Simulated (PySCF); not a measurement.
The same groups moved round the core (styrene fluoro+silyl). Gas-phase values, no solvent. One relaxed conformer stands for each flexible species; it need not be the lowest. Strings in code marks are SMILES.

Computed with ωB97X-D3(BJ)/def2-TZVP // PBE0-D3(BJ)/def2-SVP (PySCF 2.14.0). All candidates: neutral, multiplicity 1. Delta-SCF ions had no search for a lower state. Excitations are Tamm–Dancoff values on a coarser integration grid. The basis has no diffuse functions, so Rydberg states are missing or too high.

The brightest of the four lowest singlets (TDA) is 6.63 eV and the HOMO is -8.81 eV. The vertical ionisation energy (Delta-SCF) comes out as 8.49 eV.

**Question.** Name which member has these values.
A. `C=Cc1ccc([SiH3])c(F)c1` (C–C–C–C torsion 179°)
B. `C=Cc1ccc([SiH3])cc1F` (C–C–C–C torsion 0°)
C. `C=Cc1cc([SiH3])ccc1F` (C–C–C–C torsion 3°)
D. `C=Cc1ccc(F)cc1[SiH3]` (C–C–C–C torsion 20°)

**Answer.** D, `C=Cc1ccc(F)cc1[SiH3]` (C–C–C–C torsion 20°). The others give `C=Cc1cc([SiH3])ccc1F` (C–C–C–C torsion 3°): 6.87 eV, -8.91 eV, 8.58 eV; `C=Cc1ccc([SiH3])cc1F` (C–C–C–C torsion 0°): 5.37 eV, -8.89 eV, 8.56 eV; `C=Cc1ccc([SiH3])c(F)c1` (C–C–C–C torsion 179°): 7.03 eV, -8.97 eV, 8.65 eV
